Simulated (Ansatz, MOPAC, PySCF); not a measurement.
Torsion H4–O1–Ge2–Cl3 in ClGeHO (SMILES [OH][Ge][Cl]); at each angle all else is relaxed with GFN2-xTB, and the levels are single points there.
Geometry at 0° (charge 0, multiplicity 1):
```xyz
4

O     -1.030     0.140     0.212
Ge     0.458     1.004    -0.122
Cl     1.246    -0.209    -1.761
H     -1.406    -0.639    -0.194
```

On the grid 0° to 330°, 300° is the highest and 0° the lowest point at CCSD(T)/CBS(def2-TZVPP, def2-QZVPP).

Cores are frozen in the correlated methods. Filled d and f shells under p-block atoms count as core. CBS: X⁻³ extrapolation of the correlation energy, Hartree–Fock from the larger set. Rows in 3-21G carry no dispersion term and start afresh at each structure; the Pople sets are all-electron and without relativity. The state that PM7 reach isn't checked; PM7 holds dispersion and hydrogen-bond terms.

Codes used: Ansatz (Gaussian basis) for Hartree–Fock, density functionals and correlated methods; MOPAC for PM7 (differences of heats of formation); PySCF for 3-21G rows, the dispersion terms. Values without a source in brackets are computed.

```json
[
 {"level": "PM7", "energy at 300° less that at 0° (kJ/mol)": "-3.9"},
 {"level": "BLYP-D3(BJ)/def2-TZVPP", "energy at 300° less that at 0° (kJ/mol)": "29.7"},
 {"level": "B3LYP/3-21G", "energy at 300° less that at 0° (kJ/mol)": "?"},
 {"level": "PBE0/def2-TZVPP", "energy at 300° less that at 0° (kJ/mol)": "29.3"},
 {"level": "MP2/def2-TZVPP", "energy at 300° less that at 0° (kJ/mol)": "31.0"},
 {"level": "SCS-MP2/def2-TZVPP", "energy at 300° less that at 0° (kJ/mol)": "31.2"},
 {"level": "SCS-MP2/def2-QZVPP", "energy at 300° less that at 0° (kJ/mol)": "29.9"},
 {"level": "CCSD(T)/def2-QZVPP", "energy at 300° less that at 0° (kJ/mol)": "29.7"},
 {"level": "CCSD(T)/CBS(def2-TZVPP, def2-QZVPP)", "energy at 300° less that at 0° (kJ/mol)": "29.1"}
]
```

Task: What belongs in the gaps?

Result: 
- B3LYP/3-21G, energy at 300° less that at 0° (kJ/mol): 12.3

Ansatz is an electronic-structure program.
